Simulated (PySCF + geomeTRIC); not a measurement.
All values below come from B3LYP-D3(BJ)/def2-TZVP (PySCF + geomeTRIC). fastk is a local helper that only speeds up exchange builds. No frequencies were computed at this level.

```python
import json, numpy as np
from pyscf import gto, dft
from fastk import lowrank_exchange
atoms = """
N      1.440219    -0.070529     0.014998
C      0.087409    -0.274569     0.464170
C     -0.931075     0.800026     0.311820
C     -1.098782    -0.236387    -0.462545
H      1.846832    -0.940906    -0.314071
H      1.469361     0.600612    -0.745621
H      0.074080    -0.926442     1.334137
H     -1.238970     1.765835     0.631824
H     -1.649073    -0.717641    -1.234711
"""
def scf(charge, spin, dm0=None):
    mol = gto.M(atom=atoms, basis='def2-tzvp', ecp={}, charge=charge, spin=spin, verbose=3, max_memory=3780)
    mf = dft.KS(mol, xc='b3lyp').density_fit(auxbasis="def2-universal-jkfit")
    mf.disp = 'd3bj'
    mf.grids.level = 3
    mf.conv_tol = 1e-8
    mf.max_cycle = 60
    mf.kernel(dm0)
    if not mf.converged:
        mf = mf.newton().run(mf.mo_coeff, mf.mo_occ).undo_soscf()
    return mf
mf = scf(0, 0)
from pyscf.geomopt.geometric_solver import kernel as optimize
path = []
done, mol = optimize(mf, maxsteps=80, assert_convergence=False, callback=lambda env: path.append((env["energy"], bool(env["g_scanner"].converged))))
res = dict(converged=bool(done and path[-1][1]), energy=path[-1][0], path=[e for e, c in path], xyz=mol.atom_coords(unit="Angstrom").tolist(), nao=mol.nao)
json.dump(res, open("result.json", "w"))
```

Output:

```
converged SCF energy = -172.052570389898
Geometry optimization cycle 1
converged SCF energy = -172.052570389022
cycle 1: E = -172.052570389  dE = -172.053  norm(grad) = 0.0334001
Geometry optimization cycle 2
converged SCF energy = -172.053066004782
cycle 2: E = -172.053066005  dE = -0.000495616  norm(grad) = 0.0028793
Geometry optimization cycle 3
converged SCF energy = -172.053107865328
cycle 3: E = -172.053107865  dE = -4.18605e-05  norm(grad) = 0.00496892
Geometry optimization cycle 4
converged SCF energy = -172.053153783348
cycle 4: E = -172.053153783  dE = -4.5918e-05  norm(grad) = 0.00266953
Geometry optimization cycle 5
converged SCF energy = -172.053222834684
cycle 5: E = -172.053222835  dE = -6.90513e-05  norm(grad) = 0.00199317
Geometry optimization cycle 6
converged SCF energy = -172.053260000212
cycle 6: E = -172.05326  dE = -3.71655e-05  norm(grad) = 0.00263301
Geometry optimization cycle 7
converged SCF energy = -172.053280629534
cycle 7: E = -172.05328063  dE = -2.06293e-05  norm(grad) = 0.00154141
Geometry optimization cycle 8
converged SCF energy = -172.053285073104
cycle 8: E = -172.053285073  dE = -4.44357e-06  norm(grad) = 0.000460525
Geometry optimization cycle 9
converged SCF energy = -172.05328564243
cycle 9: E = -172.053285642  dE = -5.69327e-07  norm(grad) = 0.000183757
<class 'geometric.internal.Distance'> : 9
<class 'geometric.internal.Angle'> : 12
<class 'geometric.internal.OutOfPlane'> : 3
<class 'geometric.internal.Dihedral'> : 19
<class 'geometric.internal.TranslationX'> : 1
<class 'geometric.internal.TranslationY'> : 1
<class 'geometric.internal.TranslationZ'> : 1
<class 'geometric.internal.RotationA'> : 1
<class 'geometric.internal.RotationB'> : 1
<class 'geometric.internal.RotationC'> : 1
Step    0 : Gradient = 1.113e-02/2.087e-02 (rms/max) Energy = -172.0525703890
Step    1 : Displace = 1.955e-02/3.557e-02 (rms/max) Trust = 1.000e-01 (=) Grad = 9.598e-04/1.708e-03 (rms/max) E (change) = -172.0530660048 (-4.956e-04) Quality = 0.969
Step    2 : Displace = 1.527e-02/2.921e-02 (rms/max) Trust = 1.414e-01 (+) Grad = 1.656e-03/2.991e-03 (rms/max) E (change) = -172.0531078653 (-4.186e-05) Quality = 0.650
Step    3 : Displace = 5.709e-03/1.170e-02 (rms/max) Trust = 1.414e-01 (=) Grad = 8.898e-04/1.834e-03 (rms/max) E (change) = -172.0531537833 (-4.592e-05) Quality = 1.579
Step    4 : Displace = 1.912e-02/3.805e-02 (rms/max) Trust = 2.000e-01 (+) Grad = 6.644e-04/9.925e-04 (rms/max) E (change) = -172.0532228347 (-6.905e-05) Quality = 1.329
Step    5 : Displace = 1.826e-02/3.511e-02 (rms/max) Trust = 2.828e-01 (+) Grad = 8.777e-04/1.271e-03 (rms/max) E (change) = -172.0532600002 (-3.717e-05) Quality = 1.411
Step    6 : Displace = 1.420e-02/2.770e-02 (rms/max) Trust = 3.000e-01 (+) Grad = 5.138e-04/8.767e-04 (rms/max) E (change) = -172.0532806295 (-2.063e-05) Quality = 1.318
Step    7 : Displace = 3.691e-03/6.752e-03 (rms/max) Trust = 3.000e-01 (=) Grad = 1.535e-04/2.991e-04 (rms/max) E (change) = -172.0532850731 (-4.444e-06) Quality = 1.283
Step    8 : Displace = 6.057e-04/1.170e-03 (rms/max) Trust = 3.000e-01 (=) Grad = 6.125e-05/1.309e-04 (rms/max) E (change) = -172.0532856424 (-5.693e-07) Quality = 1.223
Converged! =D
```

Cost: roughly 2.2 core-minutes.
